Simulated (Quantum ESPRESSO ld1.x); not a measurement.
Values are calculated unless marked as measured or tabulated.
Question: The mean radii <r> (bohr) of the occupied orbitals of an atom or ion are listed with their occupations. Code: ld1.x of Quantum ESPRESSO 7.5. Model: Dirac Kohn-Sham, exchange-only LDA, spin-unpolarised, spherical densities, point nucleus.

orbital  occ.      <r>
1s1/2       2  0.01659
2s1/2       2  0.06927
2p1/2       2  0.05694
2p3/2       4  0.06561
3s1/2       2   0.1802
3p1/2       2   0.1705
3p3/2       4   0.1864
3d3/2       4   0.1622
3d5/2       6   0.1670
4s1/2       2   0.3993
4p1/2       2   0.4013
4p3/2       4   0.4357
4d3/2       4   0.4428
4d5/2       6   0.4540
5s1/2       2   0.9017
4f5/2       6   0.4795
4f7/2       8   0.4863
5p1/2       2   0.9712
5p3/2       4    1.069
5d3/2       4    1.445
5d5/2       6    1.508
6s1/2       1    2.526

Name the element and its charge. Open shells, if any, fill j = l - 1/2 first.

Answer: Z = 80, mercury, charge +1: Hg+ in [Xe] 4f14 5d10 6s1. The 1s radius gives Z: for a bare nucleus <r> = (2 gamma + 1)/(2Z) with gamma = sqrt(1 - (Z/c)^2), 0.0164 bohr for Z = 80, and screening makes it slightly larger (0.01659 here). The occupations add up to 79, and the charge is Z minus that.
